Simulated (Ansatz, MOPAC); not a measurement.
C3H10Si (trimethylsilane): methods side by side

C3H10Si, singlet, SMILES `C[SiH](C)C`. Each level relaxes the structure for itself.

Quantity: the highest harmonic wavenumber at each level's own minimum, in cm⁻¹. The values are calculated.

```
                             level                 kind  program  value (cm⁻¹)
                               AM1       semi-empirical    MOPAC          3172
                               PM3       semi-empirical    MOPAC          3229
                             MNDOD       semi-empirical    MOPAC          3299
                          PM6-D3H4       semi-empirical    MOPAC          2826
                         HF/STO-3G         Hartree–Fock   Ansatz          3750
                          HF/3-21G         Hartree–Fock   Ansatz          3253
   HF/6-31G* (Cartesian functions)         Hartree–Fock   Ansatz          3258
                 PBE0-D4/def2-TZVP        global hybrid   Ansatz          3133
B3LYP/6-31G* (Cartesian functions)        global hybrid   Ansatz          3118
  MP2/6-31G* (Cartesian functions)  perturbation theory   Ansatz          3198
```

Harmonic and unscaled. The values span 2826 to 3750 cm⁻¹. Without the sets that lack polarisation functions the rows with a basis span only 3118 to 3258 cm⁻¹.
